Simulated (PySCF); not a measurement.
AlI2, charge +1, singlet, geometry from GFN2-xTB (such geometries of metal compounds can be far from the true shape) (core potentials on I). Base run: PySCF with PBE/def2-SVP.

PySCF was given this input:
```python
from pyscf import gto, scf, dft

mol = gto.M(
    atom='''
Al    0.000000    0.000000    0.000000
I    -0.000000   -0.000000   -2.473770
I     0.000000    0.000000    2.473770
''',
    basis='def2-svp',
    ecp={'I': 'def2-svp'},
    charge=1,
    spin=0,
    verbose=4,
)

mf = dft.RKS(mol)
mf.xc = 'pbe'
mf.kernel()
```

Each row names what was changed in the base input (with any setting that the change needs).

```tsv
change	basis functions	E (Eh)	HOMO (eV)	HOMO-LUMO gap (eV)
base	70	-837.40544	-12.07	2.73
basis = x2c-SVPall; relativity = spin-free X2C (without ecp={'I': 'def2-svp'})	90	-14471.59199	-12.02	2.72
basis = x2c-SVPall; relativity = none (without ecp={'I': 'def2-svp'})	90	-13696.26999	-13.18	3.30
basis = ANO-RCC-VDZP; relativity = none (without ecp={'I': 'def2-svp'})	104	-13596.35942	-13.18	3.12
basis = x2c-SVPall; relativity = spin-free X2C; nucleus = Gaussian (with nucmod='G'; without ecp={'I': 'def2-svp'})	90	-14471.23504	-12.02	2.72
basis = x2c-TZVPall; relativity = none (without ecp={'I': 'def2-svp'})	157	-13776.01443	-12.19	3.02
basis = ANO-RCC-VDZP; relativity = spin-free X2C; nucleus = Gaussian (with nucmod='G'; without ecp={'I': 'def2-svp'})	104	-14472.47155	-12.17	2.72
basis = x2c-TZVPall; relativity = spin-free X2C; nucleus = Gaussian (with nucmod='G'; without ecp={'I': 'def2-svp'})	157	-14472.87633	-12.06	2.84
basis = x2c-TZVPall; relativity = spin-free X2C (without ecp={'I': 'def2-svp'})	157	-14473.28033	-12.06	2.84
basis = ANO-RCC-VDZP; relativity = spin-free X2C (without ecp={'I': 'def2-svp'})	104	-14472.94856	-12.17	2.72
```

Totals shift with the method and basis; they matter in differences.

Basis sets contracted for a relativistic Hamiltonian are a mismatch without it, so the rows without relativity aren't non-relativistic limits. No row has spin-orbit coupling; sets with core potentials leave out the core electrons.
